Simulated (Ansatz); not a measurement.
Ansatz (an electronic-structure program) input (HF/3-21G): The .json file is the Basis Set Exchange's 3-21G.

Ansatz 0.2 input:
```yaml
crystal:
  periodic: [false, false, false]
  atoms:
    - {symbol: B, position_ang: [-0.64274035, 0.40857088, 0.02298704]}
    - {symbol: F, position_ang: [0.54290724, -0.20723010, -0.00636983]}
    - {symbol: H, position_ang: [-1.67246340, -0.17778352, -0.05760678]}
basis:
  gaussian:
    orbitals: 3-21G.json
hamiltonian:
  xc: {name: HF}
magnetization: {spin_polarized: true, initial_magnetization: 1}
phonons: {temperatures: {t_min: 298.15, t_max: 298.15, t_step: 100}}
```

Which harmonic wavenumbers does it give?

1113, 1427, 2752 cm⁻¹ (unscaled; negative means imaginary).
